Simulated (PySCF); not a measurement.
Delta-SCF ions had no search for a lower state. Excitations are Tamm–Dancoff values on a coarser integration grid. The basis has no diffuse functions, so Rydberg states are missing or too high.

**C2H6Si, SMILES `C=[SiH]C` (charge 0, multiplicity 1)**

The numbers are results of PBE0-D3(BJ)/def2-TZVP (PySCF), not measurements.

The HOMO comes out as -6.23 eV. The dipole moment is 1.71 D and the HOMO–LUMO gap is 5.58 eV. The LUMO is -0.65 eV, the S1 excitation (TDA) is 5.70 eV and the S1 oscillator strength is 0.349. The brightest of the four lowest singlets (TDA) is 5.70 eV, the T1 excitation (TDA) is 2.81 eV and the S1–T1 gap (TDA) is 2.89 eV. The vertical ionisation energy (Delta-SCF) comes out as 8.25 eV. The total energy is -10043.34 eV. The cost is very roughly 50 core-seconds.

```xyz
9

C      1.7324    -0.2681     0.0824
Si     0.2689     0.5145    -0.2782
C     -1.4197    -0.1505     0.1258
H      1.7749    -1.2291     0.5825
H      2.6906     0.1672    -0.1767
H      0.2634     1.8281    -0.9635
H     -1.3329    -1.1178     0.6233
H     -1.9608     0.5328     0.7848
H     -2.0169    -0.2772    -0.7805
```
